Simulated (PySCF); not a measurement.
## Relaxation of singlet H₃CrN

Level of theory: PBE0 in PySCF with Cr def2-TZVP, N def2-TZVP, H def2-TZVP; no relativity; density-fitted integrals. A (50,194) grid was used.

A hand-made tetrahedral start, of C3v symmetry, held to at least that symmetry:

```xyz
5
charge 0 multiplicity 1, angstrom
Cr    0.0000    0.2651    0.1876
N     0.0000   -1.1308   -0.8002
H     1.2574    0.2647    1.0767
H    -1.2574    0.2647    1.0767
H     0.0000    1.5228   -0.7011
```

Optimiser trace:
```
step  E − E(last) (kJ/mol)  largest gradient (Eh/bohr)
   0                148.15                     0.13342
   1                 29.31                     0.02161
   2                 14.87                     0.04078
   3                  3.84                     0.01550
   4                  1.89                     0.00561
   5                  0.29                     0.00361
   6                  0.01                     0.00119
   7                  0.00                     0.00015
```

It ends at C3v with Cr–H 1.574 Å (×3), Cr–N 1.482 Å; H–Cr–H 119.0° (×3), H–Cr–N 95.6° (×3) (after a last refinement on a finer grid). A frequency run shows a minimum. Other isomers or separated fragments may lie lower.

Final geometry:
```xyz
5
charge 0 multiplicity 1, angstrom
Cr    0.0000    0.2396    0.1695
N     0.0000   -0.9704   -0.6867
H     1.3568   -0.0864    0.8985
H    -1.3568   -0.0864    0.8985
H     0.0000    1.2711   -1.0198
```

The relaxation took about 40 core-seconds on a shared host.
